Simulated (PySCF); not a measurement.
Excitations are Tamm–Dancoff values on a coarser integration grid. The basis has no diffuse functions, so Rydberg states are missing or too high.

Cartesian coordinates (Å):
```xyz
9

C      1.1074    -0.0520     0.0354
B     -0.4627    -0.1005     0.0566
O     -1.1004    -1.1500     0.6448
O     -1.2522     0.8732    -0.5020
H      1.4830    -0.1129    -0.9915
H      1.4846     0.8883     0.4496
H      1.5480    -0.8734     0.6009
H     -2.0566    -1.0645     0.5846
H     -0.7512     1.5867    -0.8997
```
Charge 0, multiplicity 1.

### Question
Predict the T1 excitation (TDA), S1 excitation (TDA), dipole moment, S1–T1 gap (TDA) and HOMO–LUMO gap from PySCF 2.14.0 with M06-2X/def2-TZVP // PBE0-D3(BJ)/def2-TZVP.

### Answer

```json
{
  "T1 excitation (TDA)": "8.42 eV",
  "S1 excitation (TDA)": "8.69 eV",
  "dipole_moment": "1.56 D",
  "S1–T1 gap (TDA)": "0.27 eV",
  "HOMO–LUMO gap": "11.87 eV"
}
```
